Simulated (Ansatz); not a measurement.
dimethyl telluride (C2H6Te), SMILES C[Te]C.

Geometry: B3LYP-D3(BJ)/def2-SVP. The def2 effective core potentials stand for the cores of Te; spin–orbit coupling is left out.

Two levels are set side by side: PBE/def2-SVPD (Ansatz, a first-principles code) and PBE0/def2-SVPD (Ansatz). Energy differences of separate SCF runs at the same geometry; the states with an electron removed or added have multiplicity 2 and 2. Differences are taken from unrounded values.

```
quantity                            PBE
---------------------------------  ----
vertical ionisation energy (eV)    7.74
vertical singlet–triplet gap (eV)  3.13
```

Question: These are the PBE values. What does PBE0 give? (An estimate is asked for; the answer gives what the named calculation found.)

Answer: 
```json
[
 {"quantity": "vertical ionisation energy (eV)", "PBE0": "7.79", "PBE minus PBE0": "-0.05"},
 {"quantity": "vertical singlet–triplet gap (eV)", "PBE0": "3.22", "PBE minus PBE0": "-0.08"}
]
```
